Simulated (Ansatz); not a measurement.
Species: H₂Se, charge 1, doublet. H2Se+ (parent SMILES [SeH2], doublet).
B3LYP-D3(BJ)/def2-TZVP minimum from Ansatz (a quantum-chemistry and plane-wave program):
```xyz
3

Se     0.0000     0.0576     0.0017
H     -1.0670    -0.9799    -0.0261
H      1.0674    -0.9793    -0.0317
```
Charge +1, spin multiplicity 2.

Total energies in cc-pV5Z, 7 correlated electrons, 14 frozen orbitals. Radicals and triplets start from unrestricted determinants; spin-orbit coupling is neglected. Correlated methods leave the cores frozen (noble-gas shells, and filled d and f shells in the p block). No relativity. The spin of H2Se+ (parent SMILES [SeH2], doublet) was assumed, and the state is the lowest solution found for it.

```csv
method,program,energy (Eh),minus CCSDT(Q) (mEh)
HF,Ansatz,-2400.73115,176.89
MP2,Ansatz,-2400.88013,27.91
CCSD,Ansatz,-2400.90149,6.55
CCSD(T),Ansatz,-2400.90720,0.84
CCSDT(Q),Ansatz,-2400.90804,0.00
```
